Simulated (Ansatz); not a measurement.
The cluster Cu3F4: single points at one geometry.

```yaml
crystal:
  periodic: [false, false, false]
  atoms:
    - {symbol: Cu, position_ang: [-0.779485, -0.085636, -1.268957]}
    - {symbol: Cu, position_ang: [0.993323, -0.997731, 0.277216]}
    - {symbol: Cu, position_ang: [-0.460372, 0.870252, 1.043694]}
    - {symbol: F, position_ang: [0.540654, -0.415454, 2.038304]}
    - {symbol: F, position_ang: [1.061533, 0.945802, -0.293376]}
    - {symbol: F, position_ang: [-1.756456, 1.229750, -0.329485]}
    - {symbol: F, position_ang: [0.400813, -1.546983, -1.467386]}
basis:
  gaussian: {orbitals: def2-SVP, initial_orbitals: start.molden}
magnetization: {spin_polarized: true, initial_magnetization: 1}
hamiltonian: {xc: pbe, dispersion: d4}
scf: {omitted_lower_state_checks: [starts]}
output: {orbitals: {seedname: orbitals}}
```

The file start.molden holds the orbitals of an earlier run on this structure, at another level or in another basis.

```sh
$ ansatz run in.yaml --threads 4 --pin off --events-out ev --progress --plain --max-ram 4787MiB
```

Shortened log:

```
Functional definition: PBE
1744 factors; their error is unknown
mean field evaluation 1: about -144735.3500 eV, gradient 1.1e1 eV
mean field evaluation 2: about -144735.9635 eV, gradient 7.2e-1 eV
mean field evaluation 4: about -144735.9794 eV, gradient 9.3e-3 eV
mean field evaluation 8: about -144735.8896 eV, gradient 1.6e-5 eV
mean field -144735.88963042 eV, -5318.9458384085 hartree, gradient 1.7e-5 eV, S^2 0.752561; 0 other end points of the search recorded, 0 dependent functions left out
reference -144735.88969925 eV, -5318.9458409379 hartree; 62, 61 occupied and 87, 88 virtual orbitals, 1744 factors
Total energy: -144736.13564006 eV, -5318.9548790958 hartree
Checks for a lower state left out: starts
```

It took 5.5 s on 4 threads of Arm Neoverse V2 on a shared host.

As the first input, with `gaussian: {orbitals: 6-31G}`, `hamiltonian: {xc: hf}` (abridged; 5.5 s):

```
Functional definition: HF
mean field evaluation 16: about -144597.1628 eV, gradient 3.9e-1 eV
mean field -144597.18438710 eV, -5313.8485147342 hartree, gradient 2.8e-5 eV, S^2 0.751852
Total energy: -144597.18438710 eV, -5313.8485147342 hartree
Checks for a lower state left out: starts
```

The first input with `gaussian: {orbitals: def2-TZVPD, initial_orbitals: start.molden}`, `hamiltonian: {xc: r2scan, dispersion: d4}` (abridged; 31 s):

```
Functional definition: r2SCAN
mean field -144794.47614377 eV, -5321.0988530626 hartree, gradient 2.8e-5 eV, S^2 0.756809
Total energy: -144794.52852905 eV, -5321.1007781860 hartree
Checks for a lower state left out: starts
```

First input, but with `gaussian: {orbitals: def2-TZVPD, initial_orbitals: start.molden}` (abridged; 16 s):

```
Functional definition: PBE
mean field -144769.47210391 eV, -5320.1799715462 hartree, gradient 1.1e-5 eV, S^2 0.752768
Total energy: -144769.71810662 eV, -5320.1890119790 hartree
Checks for a lower state left out: starts
```

The first input with `gaussian: {orbitals: def2-TZVP, initial_orbitals: start.molden}`, `correlation: {method: mp2, frozen_orbitals: {Cu: 9, F: 1}}` and without the key `hamiltonian` (abridged; 32 s):

```
Functional definition: HF
mean field -144625.40579899 eV, -5314.8856324918 hartree, gradient 2.4e-6 eV, S^2 0.753032
31 core orbitals not correlated: weight in the atoms' cores, before any rotation towards them, 1.000 or more for the frozen orbitals, at most 0.000 for the correlated occupied ones
second order -60.66575075 eV of doubles, -0.00000000 eV of singles
Total energy: -144686.07154974 eV, -5317.1150577112 hartree
Checks for a lower state left out: starts
```

As the first input, with `gaussian: {orbitals: def2-TZVPD, initial_orbitals: start.molden}`, `hamiltonian: {xc: pbe0, dispersion: d4}` (abridged; 27 s):

```
Functional definition: PBE0
the host lacks memory for fits, so the integrals are decomposed
mean field -144768.35513697 eV, -5320.1389237682 hartree, gradient 1.5e-5 eV, S^2 0.764911
Total energy: -144768.56275662 eV, -5320.1465536497 hartree
Checks for a lower state left out: starts
```

First input, but with `gaussian: {orbitals: def2-TZVP, initial_orbitals: start.molden}` (abridged; 9.5 s):

```
Functional definition: PBE
mean field -144769.20740531 eV, -5320.1702440519 hartree, gradient 1.9e-5 eV, S^2 0.752674
Total energy: -144769.45340938 eV, -5320.1792845348 hartree
Checks for a lower state left out: starts
```

Geometry: r2SCAN-D4/def2-SVP.

The 6-31G sets use Cartesian d functions. Correlated methods freeze 31 core orbitals. At PBE-D4/def2-SVP, PBE-D4/def2-TZVPD, PBE-D4/def2-TZVP the gap within one spin of the charge 0 doublet nearly closes, so an electron or hole may be smeared out by delocalisation error. Another isomer (doublet) lies 0.03 eV lower at PBE0-D4/def2-TZVP.
